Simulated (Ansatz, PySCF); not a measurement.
Process, species as SMILES: O=C=N[Si](F)(F)F [trifluoro(isocyanato)silane] + C (CH4) + N (NH3) + 3 [SiH4] (SiH4) -> C=N (CH3N) + C=O (CH2O) [formaldehyde] + 3 F[SiH3] + N[SiH3]
Structures are relaxed separately at B3LYP-D3(BJ)/def2-TZVP in Ansatz (an electronic-structure program), one conformer each, not searched for the lowest. Frequencies are from Ansatz or PySCF.
Geometry of the first species:
SMILES: F[Si](N=C=O)(F)F
```xyz
7

O      3.2467    -0.1067    -0.2157
C      2.0996    -0.0895    -0.0398
N      0.9217    -0.0790     0.1757
Si    -0.7376     0.0254     0.0432
F     -1.4002    -0.2320     1.4439
F     -1.1694     1.4519    -0.4580
F     -1.2856    -1.0436    -0.9715
```
Charge 0, spin multiplicity 1.

Quantity: bond separation energy (enthalpy at 298 K, with B3LYP-D3(BJ) rigid-rotor harmonic-oscillator terms), in kcal/mol. Correlated levels leave the core frozen unless marked. Spin-orbit coupling is left out. No relativistic terms. CBS marks a two-point X^-3 extrapolation of the correlation energy; Hartree-Fock from the larger set. The bracket is a focal-point correction in the basis named.

| level | program | bond separation energy (kcal/mol) | minus last row |
|---|---|---|---|
| B3LYP-D4/def2-TZVPD | Ansatz + dftd4 | 71.6 | 2.3 |
| B3LYP/def2-TZVPD | Ansatz | 69.9 | 0.6 |
| PBE0-D4/def2-TZVPD | Ansatz + dftd4 | 74.9 | 5.6 |
| BHLYP-D3(BJ)/def2-TZVPD | Ansatz + dftd3 | 70.5 | 1.2 |
| LC-wPBE-D3(BJ)/def2-TZVPD | Ansatz + dftd3 | 72.9 | 3.6 |
| wB97X-V/def2-TZVPD | Ansatz | 69.7 | 0.4 |
| B2PLYP-D4/def2-TZVPD | Ansatz + dftd4 | 71.8 | 2.5 |
| MP2/6-31G | Ansatz | 69.4 | 0.1 |
| SCS-MP2/STO-3G | Ansatz | 77.4 | 8.1 |
| SCS-MP2/6-31G | Ansatz | 66.1 | -3.2 |
| CCSD/STO-3G | Ansatz | 61.3 | -8.0 |
| CCSD/cc-pwCVTZ | Ansatz | 70.2 | 0.9 |
| RI-MP2/CBS(cc-pV(T+d)Z,cc-pV(Q+d)Z)+[CCSD(T)-MP2]/cc-pV(T+d)Z | Ansatz | 68.4 | -0.9 |
| RI-MP2/CBS(cc-pV(T+d)Z,cc-pV(Q+d)Z)+[CCSD(T)-MP2]/cc-pV(Q+d)Z | Ansatz | 68.9 | -0.4 |
| CCSD(T)/CBS(cc-pV(T+d)Z,cc-pV(Q+d)Z) | Ansatz | 69.3 | 0.0 |
